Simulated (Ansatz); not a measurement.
One change: `CS[CH2][GaH2]` becomes `CO[CH2][GaH2]`.

Ansatz, PBE0-D4/def2-TZVP geometries, multiplicity 1. Each molecule was computed in one conformer, which needn't be the lowest. `CS[CH2][GaH2]` holds a close contact that its SMILES doesn't draw: Ga···S 2.54 Å.

Scalar relativity is left out up to krypton.

| property | `CS[CH2][GaH2]` |
| --- | --- |
| HOMO energy (PBE/def2-TZVPP) / eV | -5.46 |
| HOMO energy (ωB97M-V/def2-TZVPP) / eV | -8.66 |
| HOMO energy (PBE0/def2-TZVPP) / eV | -6.54 |
| HOMO–LUMO gap (PBE/def2-TZVPP) / eV | 4.33 |
| HOMO–LUMO gap (B3LYP/def2-TZVPP) / eV | 5.73 |
| zero-point energy (PBE0-D4/def2-TZVP) / kJ/mol | 208.2 |

Task: What does the change do to each property? (Estimate.)

Result: Computed: 
| property | `CO[CH2][GaH2]` | shift |
| --- | --- | --- |
| HOMO energy (PBE/def2-TZVPP) / eV | -5.99 | -0.53 |
| HOMO energy (ωB97M-V/def2-TZVPP) / eV | -9.85 | -1.19 |
| HOMO energy (PBE0/def2-TZVPP) / eV | -7.56 | -1.02 |
| HOMO–LUMO gap (PBE/def2-TZVPP) / eV | 3.69 | -0.64 |
| HOMO–LUMO gap (B3LYP/def2-TZVPP) / eV | 5.60 | -0.13 |
| zero-point energy (PBE0-D4/def2-TZVP) / kJ/mol | 215.3 | 7.1 |

With PBE0 the HOMO falls by 1.02 eV and the LUMO falls by 1.07 eV, so the gap narrows by about 0.05 eV. PBE moves the HOMO by -0.53 eV and ωB97M-V by -1.19 eV.

Positive LUMOs are unbound, so they and the gaps depend on the basis.

B3LYP here is the variant with VWN-RPA as its local correlation; programs differ in this.
